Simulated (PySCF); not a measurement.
**Working out the ionisation energy of Ne(2+)**

Ne(2+) [He] 2s2 2p4 (3P) → Ne(3+) [He] 2s2 2p3 (4S). All numbers are calculated (PySCF 2.14, the spin-free X2C one-electron Hamiltonian (Gaussian nucleus), in x2c-TZVPPall). Frozen: nothing. Energies in hartree (1 hartree = 27.21139 eV):

```tsv
part	Ne(2+) (lower)	Ne(3+) (upper)
UHF	-126.513666	-124.240838
CCSD correlation	-0.174061	-0.129828
(T)	-0.001445	-0.000916
```

Q: What does Hartree-Fock give?

A: (-124.240838) − (-126.513666) = 2.272828 hartree = 61.847 eV.

Q: What do CCSD and CCSD(T) give?

A: The CCSD correlation energies differ by 0.044233 hartree = 1.204 eV and the triples by 0.000529 hartree = 0.014 eV, so CCSD gives 63.051 eV and CCSD(T) 63.065 eV.

A first-order spin-orbit estimate adds 0.038 eV to CCSD(T) (valence and next inner shell), giving 63.103 eV against 63.423 eV (measured; NIST Atomic Spectra Database, ionization energies).

What remains against the reference includes basis incompleteness and higher excitations.
